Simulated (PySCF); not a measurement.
Several species in one continuum solvent.

All values: PBE0/pcSseg-1 (PySCF, non-relativistic), each on one gas-phase PBE0-D3(BJ)/def2-SVP geometry that isn't relaxed in the solvent. The solvent is an IEF-PCM continuum (van der Waals radii × 1.2). Specific hydrogen bonds and non-electrostatic terms are outside this model.

Question: Order them by E(solvent) − E(gas) in dichloromethane (ε = 8.93), most negative first (kcal/mol).
A. `[CH3:1][C:2]([CH3:3])([CH3:4])[CH2:5][S:6][SiH3:7]` with C2–C5–S6–Si7 -177°
B. `[CH3:1][CH:2]([CH3:3])[CH2:4][CH2:5][S:6][SiH3:7]` with C1–C2–C4–C5 64°, C2–C4–C5–S6 -178°, C4–C5–S6–Si7 -68°
C. `[CH2:1]=[CH:2][CH2:3][Si:4]1([OH:5])[O:6][CH2:7][CH2:8][O:9]1` with C1–C2–C3–Si4 -96°, C2–C3–Si4–O5 -173°, C3–Si4–O5–H -173°, C3–Si4–O6–C7 -104°, Si4–O6–C7–C8 -28°, O6–C7–C8–O9 33°, C7–C8–O9–Si4 -24°
D. `[CH3:1][C:2]#[C:3][Si:4]([OH:5])([OH:6])[O:7][CH2:8][CH3:9]` with C3–Si4–O5–H 52°, C3–Si4–O6–H 65°, C3–Si4–O7–C8 53°, Si4–O7–C8–C9 -165°
E. `[CH2:1]=[CH:2][CH2:3][O:4][SiH2:5][O:6][C:7]([CH3:8])=[O:9]` with C1–C2–C3–O4 131°, C2–C3–O4–Si5 167°, C3–O4–Si5–O6 -163°, O4–Si5–O6–C7 -179°, Si5–O6–C7–C8 179°

Answer: D (-9.2), C (-7.2), E (-6.1), B (-2.3), A (-2.1).

```csv
SMILES,charge,ΔE (kcal/mol),polarisation term (kcal/mol),HOMO shift (eV),dipole gas (D),dipole solvent (D),atoms
CC#C[Si](O)(O)OCC,0,-9.2,-10.1,-0.08,3.65,4.52,19
C=CC[Si]1(O)OCCO1,0,-7.2,-7.8,-0.01,1.79,2.21,19
C=CCO[SiH2]OC(C)=O,0,-6.1,-6.7,+0.07,1.48,1.71,19
CC(C)CCS[SiH3],0,-2.3,-2.6,-0.09,1.90,2.40,21
CC(C)(C)CS[SiH3],0,-2.1,-2.4,-0.07,1.54,2.13,21
```

The polarisation term is half the interaction of the solute with the induced surface charges.
